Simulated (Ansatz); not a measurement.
Total energies of Sn4Ge2H12, an alloyed cluster cut from the lattice of tin (2 Ge, core) from Ansatz at B97M-V/def2-TZVP, gas phase (1 Eh = 27.2114 eV = 2625.5 kJ/mol). The reference geometry is relaxed at PBE-D4/def2-SVP.

```xyz
18

Ge    0.5259    1.9148   -1.5095
Sn    1.7484   -1.8655   -0.2589
Sn   -2.5425   -0.5693    0.6358
Sn   -1.6073    2.0113    0.0306
Sn   -0.4091   -2.1752    1.5123
Ge    2.3492    0.6917   -0.4303
H     0.9794    3.3601   -1.8718
H     0.1651    1.1937   -2.8408
H     3.1273   -2.7919    0.2440
H     1.2884   -2.4282   -1.8347
H    -3.8002   -0.4944    1.8297
H    -3.2324   -1.2784   -0.7892
H    -1.1873    2.8192    1.5075
H    -2.8514    2.9477   -0.7361
H     0.0847   -1.6556    3.0926
H    -0.8825   -3.8402    1.6445
H     2.5699    1.2679    0.9996
H     3.6744    0.8921   -1.2252
```

```
                 state   geometry  energy (Eh)
      charge 0 singlet  reference  -5017.70491
      charge 1 doublet  reference  -5017.39543
     charge -1 doublet  reference  -5017.71417
free Ge atom (triplet)          –  -2076.51998
free Sn atom (triplet)          –   -214.24221
 free H atom (doublet)          –     -0.50030
```

In the def2 sets Sn takes a core potential; there is no spin–orbit coupling.

Work out the vertical ionisation energy to the doublet.

E(charge 1 doublet) − E(charge 0 singlet) = -5017.39543 − (-5017.70491) = 0.30948 Eh = 8.42 eV. For comparison, −ε of the highest occupied level is 6.52 eV at this level, 1.90 eV less.

Work out the vertical electron affinity, to the doublet.

E(charge 0 singlet) − E(charge -1 doublet) = -5017.70491 − (-5017.71417) = 0.00926 Eh = 0.25 eV. The basis lacks diffuse functions, which makes affinities too small.

Give the fundamental gap IE − EA, the Mulliken electronegativity (IE + EA)/2 and the hardness (IE − EA)/2.

From the values in Eh: IE − EA = 0.30948 − 0.00926 = 0.30022 Eh = 8.17 eV; (IE + EA)/2 = 4.34 eV; (IE − EA)/2 = 4.08 eV. The HOMO–LUMO gap of the same run is 4.60 eV, 3.57 eV smaller than the fundamental gap.

What is the binding energy per atom against free atoms?

Atoms: 2 × (-2076.51998) + 4 × (-214.24221) + 12 × (-0.50030) = -5016.01240 Eh. Binding: -5016.01240 − (-5017.70491) = 1.69251 Eh = 46.06 eV, or 2.56 eV for each of 18 atoms (no zero-point energy, no counterpoise term).

At B97M-V/def2-TZVP the highest occupied level of the charge -1 doublet lies above zero (up to 1.39 eV). By energy differences its removal costs 0.25 eV (vertical, to the charge 0 singlet, at B97M-V/def2-TZVP); self-interaction error and the lack of diffuse functions both raise the level.
